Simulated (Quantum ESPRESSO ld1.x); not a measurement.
Results of a calculation; reference values are marked as such.
Task: The mean radii <r> (bohr) of the occupied orbitals of an atom or ion are listed with their occupations. Level of theory: non-relativistic Kohn-Sham, LDA (Slater exchange, Perdew-Zunger correlation), spin-polarised, spherical densities, point nucleus (ld1.x of Quantum ESPRESSO 7.5).

orbital  occ.      <r>
1s down     1  0.02490
1s up       1  0.02490
2s up       1   0.1063
2s down     1   0.1063
2p up       3  0.09021
2p down     3  0.09021
3s up       1   0.2764
3s down     1   0.2763
3p up       3   0.2661
3p down     3   0.2659
3d up       5   0.2373
3d down     5   0.2371
4s up       1   0.6232
4s down     1   0.6233
4p up       3   0.6388
4p down     3   0.6391
4d up       5   0.6781
4d down     5   0.6790
5s up       1    1.433
5s down     1    1.443
5p up       3    1.568
5p down     3    1.581
4f up       3   0.8345

Name the element and its charge. Open shells, if any, are filled with parallel spins first.

Result: Z = 61, promethium, charge +4: Pm4+ in [Xe] 4f3. The 1s radius gives Z: for a bare nucleus <r> = 1.5/Z, 0.02459 bohr for Z = 61, and screening makes it slightly larger (0.02490 here). The occupations add up to 57, and the charge is Z minus that.
